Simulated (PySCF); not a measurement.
# Basis-set dependence of population analyses: `C[Si@@H]1OC[C@H]1F`

Species: C3H7FOSi.
Structure used (PBE0-D3(BJ)/def2-SVP), in Å, numbered top down from 1:
```
atom  x, y, z in Å
C1     1.941    0.204    1.094
Si2    0.712   -0.581   -0.063
O3     0.239    0.431   -1.342
C4    -1.161    0.336   -1.054
C5    -1.167   -0.462    0.265
F6    -1.912   -1.616    0.212
H7     1.564    1.161    1.483
H8     2.166   -0.461    1.942
H9     2.885    0.400    0.560
H10    1.172   -1.934   -0.493
H11   -1.701   -0.232   -1.833
H12   -1.603    1.344   -0.983
H13   -1.502    0.133    1.131
```

PBE0 throughout (PySCF), one geometry, spherical d and f functions. Geometry: PBE0-D3(BJ)/def2-SVP; no solvent, vibrations or thermal averaging. Atoms taken as equivalent share a column and are averaged. The first 7 of 11 kinds of atom are listed.

Mulliken charges (e):

```tsv
basis	functions	C1	Si2	O3	C4	C5	F6	H7/H8/H9
STO-3G	41	-0.409	+0.763	-0.351	-0.088	-0.134	-0.111	+0.080
6-31G	72	-0.843	+1.036	-0.670	-0.127	-0.146	-0.334	+0.211
pcSseg-0	72	-1.225	+1.449	-0.814	-0.124	-0.424	-0.369	+0.274
6-31G*	102	-0.788	+0.769	-0.578	-0.135	-0.003	-0.338	+0.209
cc-pVDZ	123	-0.283	+0.509	-0.430	+0.139	+0.013	-0.236	+0.074
def2-SVP	123	-0.369	+0.657	-0.502	+0.198	-0.044	-0.267	+0.087
aug-cc-pVDZ	205	+0.374	+0.734	-0.901	+0.893	+0.784	-0.536	-0.241
6-311+G(2d,p)	212	-0.765	+1.120	-0.604	-0.134	-0.191	-0.288	+0.171
def2-TZVP	234	-0.492	+0.428	-0.399	+0.002	-0.024	-0.223	+0.147
cc-pVTZ	282	-0.386	+0.405	-0.362	+0.040	+0.027	-0.225	+0.110
IGLO-III	289	-0.613	+1.053	-0.602	-0.013	-0.092	-0.285	+0.143
pcSseg-2	321	-0.274	+0.784	-0.565	+0.226	-0.038	-0.295	+0.058
```

IAO charges (e):

```json
{"basis": "STO-3G", "functions": "41", "C1": "-0.652", "Si2": "+0.967", "O3": "-0.456", "C4": "-0.166", "C5": "-0.224", "F6": "-0.133", "H7/H8/H9": "+0.138"}
{"basis": "6-31G", "functions": "72", "C1": "-0.732", "Si2": "+0.997", "O3": "-0.626", "C4": "-0.105", "C5": "-0.133", "F6": "-0.292", "H7/H8/H9": "+0.174"}
{"basis": "pcSseg-0", "functions": "72", "C1": "-0.740", "Si2": "+1.020", "O3": "-0.623", "C4": "-0.103", "C5": "-0.153", "F6": "-0.277", "H7/H8/H9": "+0.173"}
{"basis": "6-31G*", "functions": "102", "C1": "-0.736", "Si2": "+1.112", "O3": "-0.656", "C4": "-0.070", "C5": "-0.116", "F6": "-0.305", "H7/H8/H9": "+0.164"}
{"basis": "cc-pVDZ", "functions": "123", "C1": "-0.732", "Si2": "+1.100", "O3": "-0.649", "C4": "-0.070", "C5": "-0.112", "F6": "-0.306", "H7/H8/H9": "+0.163"}
{"basis": "def2-SVP", "functions": "123", "C1": "-0.727", "Si2": "+1.116", "O3": "-0.653", "C4": "-0.064", "C5": "-0.115", "F6": "-0.307", "H7/H8/H9": "+0.161"}
{"basis": "aug-cc-pVDZ", "functions": "205", "C1": "-0.745", "Si2": "+1.112", "O3": "-0.664", "C4": "-0.072", "C5": "-0.113", "F6": "-0.323", "H7/H8/H9": "+0.167"}
{"basis": "6-311+G(2d,p)", "functions": "212", "C1": "-0.756", "Si2": "+1.144", "O3": "-0.672", "C4": "-0.074", "C5": "-0.122", "F6": "-0.324", "H7/H8/H9": "+0.168"}
{"basis": "def2-TZVP", "functions": "234", "C1": "-0.760", "Si2": "+1.155", "O3": "-0.673", "C4": "-0.072", "C5": "-0.121", "F6": "-0.323", "H7/H8/H9": "+0.168"}
{"basis": "cc-pVTZ", "functions": "282", "C1": "-0.757", "Si2": "+1.141", "O3": "-0.668", "C4": "-0.073", "C5": "-0.119", "F6": "-0.320", "H7/H8/H9": "+0.168"}
{"basis": "IGLO-III", "functions": "289", "C1": "-0.760", "Si2": "+1.154", "O3": "-0.674", "C4": "-0.074", "C5": "-0.123", "F6": "-0.324", "H7/H8/H9": "+0.169"}
{"basis": "pcSseg-2", "functions": "321", "C1": "-0.760", "Si2": "+1.154", "O3": "-0.673", "C4": "-0.073", "C5": "-0.122", "F6": "-0.324", "H7/H8/H9": "+0.169"}
```

Hirshfeld charges (e):

| basis | functions | C1 | Si2 | O3 | C4 | C5 | F6 | H7/H8/H9 |
| --- | --- | --- | --- | --- | --- | --- | --- | --- |
| STO-3G | 41 | -0.124 | +0.455 | -0.244 | +0.028 | -0.021 | -0.083 | +0.017 |
| 6-31G | 72 | -0.190 | +0.416 | -0.297 | +0.006 | -0.029 | -0.130 | +0.053 |
| pcSseg-0 | 72 | -0.193 | +0.448 | -0.281 | +0.001 | -0.027 | -0.131 | +0.048 |
| 6-31G* | 102 | -0.192 | +0.392 | -0.267 | +0.009 | -0.031 | -0.120 | +0.053 |
| cc-pVDZ | 123 | -0.203 | +0.417 | -0.246 | -0.008 | -0.040 | -0.111 | +0.051 |
| def2-SVP | 123 | -0.205 | +0.425 | -0.253 | -0.006 | -0.036 | -0.120 | +0.052 |
| aug-cc-pVDZ | 205 | -0.216 | +0.440 | -0.264 | -0.018 | -0.045 | -0.124 | +0.054 |
| 6-311+G(2d,p) | 212 | -0.207 | +0.436 | -0.267 | -0.013 | -0.042 | -0.129 | +0.052 |
| def2-TZVP | 234 | -0.211 | +0.429 | -0.260 | -0.013 | -0.042 | -0.124 | +0.053 |
| cc-pVTZ | 282 | -0.212 | +0.428 | -0.256 | -0.014 | -0.042 | -0.120 | +0.053 |
| IGLO-III | 289 | -0.213 | +0.432 | -0.259 | -0.017 | -0.042 | -0.126 | +0.054 |
| pcSseg-2 | 321 | -0.217 | +0.439 | -0.263 | -0.017 | -0.044 | -0.124 | +0.054 |

Some averages cover members that differ in this geometry, most widely: H7/H8/H9, Mulliken in aug-cc-pVDZ -0.259 to -0.228 e.

Q: Which scheme is steadiest as the basis changes?

A: Largest range over the bases for any column: Hirshfeld 0.09 e, IAO 0.22 e, Mulliken 1.60 e. Hirshfeld charges move least and Mulliken charges most, counted in e. Without the minimal STO-3G basis the ranges are Hirshfeld 0.06, IAO 0.16, Mulliken 1.60 e.

Q: How much do the charges still move between the two largest bases, IGLO-III and pcSseg-2?

A: At most, over all atoms: Mulliken 0.339 e, IAO 0.001 e, Hirshfeld 0.007 e.

Q: What do the same runs give for the total energy, the frontier levels and the dipole moment?

A: 
| basis | energy (Eh) | HOMO (eV) | LUMO (eV) | μ (D) |
| --- | --- | --- | --- | --- |
| STO-3G | -575.4451 | -3.76 | 5.70 | 1.45 |
| 6-31G | -582.5074 | -7.57 | 0.30 | 2.43 |
| pcSseg-0 | -581.6192 | -7.71 | 0.21 | 2.25 |
| 6-31G* | -582.6306 | -7.54 | 0.46 | 1.99 |
| cc-pVDZ | -582.6625 | -7.59 | 0.45 | 1.96 |
| def2-SVP | -582.3442 | -7.70 | 0.45 | 2.01 |
| aug-cc-pVDZ | -582.6925 | -7.79 | -0.18 | 2.05 |
| 6-311+G(2d,p) | -582.7629 | -7.85 | -0.18 | 2.07 |
| def2-TZVP | -582.7931 | -7.79 | 0.05 | 2.00 |
| cc-pVTZ | -582.7808 | -7.74 | 0.18 | 1.97 |
| IGLO-III | -582.7997 | -7.82 | 0.06 | 2.03 |
| pcSseg-2 | -582.7993 | -7.83 | -0.07 | 2.06 |

The dipole is fixed by the density alone, so its range of 0.98 D shows that the density itself changes with the basis, not only its division among atoms.
